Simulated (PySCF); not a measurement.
Sulfur: a sound run and one with changed settings

Sound run: S²⁺ [Ne] 3s2 3p2, S³⁺ [Ne] 3s2 3p1. Calculation: PySCF 2.14, in def2-TZVP (5s5p2d1f, 37 functions); the non-relativistic Hamiltonian (point nucleus). In the sound run the correlated levels freeze [Ne]. The sound run starts from symmetry-adapted Hartree-Fock orbitals and uses a fine grid where one is needed.

Changed run: the spin-free X2C one-electron Hamiltonian (Gaussian nucleus). This setting is unsound on purpose.

```json
{"species": "S²⁺", "method": "UHF", "sound run (hartree)": "-396.32774", "changed run (hartree)": "-397.29167", "converged": "yes"}
{"species": "S²⁺", "method": "M06-L", "sound run (hartree)": "-396.86511", "changed run (hartree)": "-397.83076", "converged": "yes"}
{"species": "S²⁺", "method": "M06-2X", "sound run (hartree)": "-396.85969", "changed run (hartree)": "-397.82695", "converged": "yes"}
{"species": "S²⁺", "method": "MP2", "sound run (hartree)": "-396.39321", "changed run (hartree)": "-397.35712", "converged": "yes"}
{"species": "S²⁺", "method": "CCSD(T)", "sound run (hartree)": "-396.41784", "changed run (hartree)": "-397.38163", "converged": "yes"}
{"species": "S³⁺", "method": "UHF", "sound run (hartree)": "-395.07264", "changed run (hartree)": "-396.03584", "converged": "yes"}
{"species": "S³⁺", "method": "M06-L", "sound run (hartree)": "-395.58710", "changed run (hartree)": "-396.55216", "converged": "yes"}
{"species": "S³⁺", "method": "M06-2X", "sound run (hartree)": "-395.58516", "changed run (hartree)": "-396.55177", "converged": "yes"}
{"species": "S³⁺", "method": "MP2", "sound run (hartree)": "-395.12134", "changed run (hartree)": "-396.08452", "converged": "yes"}
{"species": "S³⁺", "method": "CCSD(T)", "sound run (hartree)": "-395.14311", "changed run (hartree)": "-396.10616", "converged": "yes"}
```

Ionisation energy of S²⁺:

| method | sound run (eV) | changed run (eV) |
| --- | --- | --- |
| UHF | 34.153 | 34.173 |
| M06-L | 34.776 | 34.792 |
| M06-2X | 34.682 | 34.699 |
| MP2 | 34.609 | 34.629 |
| SCS-MP2 | 34.516 | 34.535 |
| CCSD | 34.656 | 34.677 |
| CCSD(T) | 34.687 | 34.707 |

Most of the change in total energy is the relativistic energy itself. On top of that the contraction fixes the core shape for the Hamiltonian it was made with, so the changed run is not a good calculation with the other Hamiltonian either.

For comparison, NIST gives 34.86 ± 0.04 eV between the lowest levels.
